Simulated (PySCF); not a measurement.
I₂In, charge +1, singlet, geometry from GFN2-xTB (such geometries of metal compounds can be far from the true shape) (core potentials on I, In); M06L/def2-SV(P) (PySCF).

Input for PySCF:
```python
from pyscf import gto, scf, dft

mol = gto.Mole()
mol.atom = '''
    In    0.000000    0.000000    0.000000
    I    -0.000000   -0.000000   -2.718546
    I     0.000000    0.000000    2.718546
'''
mol.basis = 'def2-sv(p)'
mol.ecp = {'I': 'def2-sv(p)', 'In': 'def2-sv(p)'}
mol.charge = 1
mol.spin = 0
mol.verbose = 5
mol.build()

mf = dft.RKS(mol)
mf.xc = 'm06l'
mf.kernel()
```

**Question.** What does PySCF print? Leave out banner, timings and long lists.

**Answer.** 
```
PySCF version 2.14.0

[INPUT] verbose = 5
[INPUT] max_memory = 4000
[INPUT] num. atoms = 3
[INPUT] num. electrons = 70
[INPUT] charge = 1
[INPUT] spin (= nelec alpha-beta = 2S) = 0
[INPUT] symmetry False subgroup None
[INPUT] Mole.unit = angstrom
[INPUT] Symbol           X                Y                Z      unit          X                Y                Z       unit  Magmom
[...]
[INPUT] ---------------- BASIS SET ----------------
[INPUT] l, kappa, [nprim/nctr], expnt,             c_1 c_2 ...
[INPUT] In
[...]
                                0.83753492534     -0.59696724334
[...]
                                23.324282101      -0.090887432418
                                16.868026844      0.28096825177
                                6.7866498137      -0.70697832452
                                1.6782596016      0.98671644913
                                0.78396870439     0.62568576302
[...]
                                8.8709038051      -0.324370293
                                1.1342905889      0.61162217018
                                0.52667652433     0.17609640386
[...]
                                18.290046326      -0.011208558948
                                3.255189459       0.30384519161
                                1.3874842584      0.54078109979
                                0.54248962672     0.38232680038
[...]
[INPUT] I
[...]
                                1.7625986449      0.35271525193
[...]
                                23.336842412      -0.14989397324
                                19.583446104      0.36436474913
                                8.5112089186      -0.75538138199
                                2.1996161861      0.82816359356
                                1.0668970454      0.4216104811
[...]
                                10.558754576      -0.3837037278
                                1.5015895485      0.83554174719
                                0.64597173095     0.16787259488
[...]
                                15.616239482      -0.0050768108881
                                4.5266002139      0.29151065356
                                2.0529808766      0.51145783605
                                0.87640281623     0.31232025297
[...]
nuclear repulsion = 265.216755529794
number of shells = 30
number of NR pGTOs = 183
number of NR cGTOs = 78
basis = def2-sv(p)
ecp = {'I': 'def2-sv(p)', 'In': 'def2-sv(p)'}

******** <class 'pyscf.dft.rks.RKS'> ********
method = RKS
[...]
 -2.74451123e-01 -2.74451123e-01 -1.34444716e-01 -5.71613153e-02
 -4.50051982e-02  9.53931967e-03  9.53931967e-03  2.90726761e-02
  2.90726761e-02  8.88434352e-02  8.88514628e-02  1.00073744e-01
  1.57878318e-01  1.90158015e-01  2.14510294e-01  2.14510294e-01
  2.14704435e-01  2.14704435e-01  2.29625948e-01  2.29688997e-01
  2.47927349e-01  2.47982722e-01  2.92275787e-01  2.92275787e-01
  3.28414837e-01  3.74297465e-01  4.35932024e-01  4.35932024e-01
  5.87701348e-01  7.01298149e-01  1.56314948e+01  1.56314948e+01
  1.63736483e+01  1.83978061e+01  1.83978061e+01  1.84776475e+01
  1.84776475e+01  1.85657853e+01  1.86535051e+01  5.57823929e+01
  5.60334084e+01  6.08351968e+01]
nelec by numeric integration = 69.99999500268298
E1 = -1885.318563699901  E2 = 834.2687046946565  Ecoul = 895.6784182421053  Exc = -61.409713547448774
cycle= 12 E= -785.83310347545  delta_E= -6.37e-12  |g|= 8.23e-08  |ddm|= 9.43e-06
[...]
  mo_energy =
[-6.96894550e+00 -6.96894544e+00 -5.00950884e+00 -5.00950862e+00
 -4.99231831e+00 -4.99231831e+00 -4.99231826e+00 -4.99231826e+00
 -4.85081581e+00 -3.26809462e+00 -3.26809462e+00 -3.26219836e+00
 -2.07958402e+00 -2.07957040e+00 -2.07538565e+00 -2.07538565e+00
 -2.07538497e+00 -2.07538497e+00 -2.06187727e+00 -2.06187720e+00
 -2.06187652e+00 -2.06187646e+00 -9.78052868e-01 -9.72531997e-01
 -9.72531194e-01 -9.70051821e-01 -9.70051821e-01 -8.35791524e-01
 -8.32674927e-01 -5.74360896e-01 -4.94835990e-01 -4.37594972e-01
 -4.37594972e-01 -4.28699826e-01 -4.28699826e-01 -3.57011487e-01
 -2.74451109e-01 -2.74451109e-01 -1.34444721e-01 -5.71613172e-02
 -4.50051916e-02  9.53932426e-03  9.53932426e-03  2.90726764e-02
  2.90726764e-02  8.88434522e-02  8.88514798e-02  1.00073751e-01
  1.57878314e-01  1.90158015e-01  2.14510283e-01  2.14510283e-01
  2.14704426e-01  2.14704426e-01  2.29625937e-01  2.29688985e-01
  2.47927341e-01  2.47982713e-01  2.92275781e-01  2.92275781e-01
  3.28414827e-01  3.74297463e-01  4.35932017e-01  4.35932017e-01
  5.87701346e-01  7.01298136e-01  1.56314948e+01  1.56314948e+01
  1.63736483e+01  1.83978061e+01  1.83978061e+01  1.84776475e+01
  1.84776475e+01  1.85657853e+01  1.86535051e+01  5.57823929e+01
  5.60334084e+01  6.08351967e+01]
nelec by numeric integration = 69.99999500268294
E1 = -1885.318564501598  E2 = 834.2687054963546  Ecoul = 895.6784191344491  Exc = -61.40971363809443
Extra cycle  E= -785.833103475449  delta_E= 9.09e-13  |g|= 9.09e-08  |ddm|= 2.78e-07
converged SCF energy = -785.833103475449
```
